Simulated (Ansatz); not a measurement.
C$_{3}$H$_{9}$GaSn, SMILES `[CH3][Ga]1[CH2][SnH]1[CH3]`. Charge 0, multiplicity 1. Sn: def2 effective core potential.

```xyz
14

C    -0.713    1.254   -1.710
Ga   -0.627    0.421    0.054
C    -0.294    0.457    1.957
Sn   -0.322   -1.774    1.590
C     1.275   -1.313   -0.004
H    -0.519    0.512   -2.485
H    -1.712    1.664   -1.869
H     0.011    2.066   -1.796
H    -1.095    0.825    2.596
H     0.673    0.837    2.281
H    -1.547   -1.078    0.092
H     2.186   -1.413    0.595
H     1.260   -2.100   -0.759
H     1.424   -0.361   -0.543
```

What are the harmonic wavenumbers in cm⁻¹ at PBE0-D4/def2-TZVP (Ansatz, finite differences of forces, unscaled)? (An estimate is asked.)

The calculation gave: 54, 81, 104, 110, 175, 181, 229, 409, 416, 511, 559, 597, 662, 696, 722, 732, 766, 808, 815, 971, 1225, 1227, 1349, 1398, 1423, 1448, 1449, 1457, 2964, 3061, 3076, 3105, 3148, 3150, 3160, 3182.

Is this a minimum?

Yes, all 36 modes are real.

Give the ideal-gas thermochemistry at 298.15 K and 1 bar (rigid rotor, harmonic oscillator; point group C1, symmetry number 1).

Zero-point energy 271.7 kJ/mol; H(298) − E = 299.2 kJ/mol; entropy 412.3 J/(mol·K), of which translation 176.9, rotation 121.0, vibration 114.4; G(298) − E = 176.3 kJ/mol. Modes under 100 cm⁻¹ are hindered rotations or soft bends, so the harmonic entropy is rough.

Rotational constants (cm⁻¹)?

0.1374, 0.03183, 0.02906.
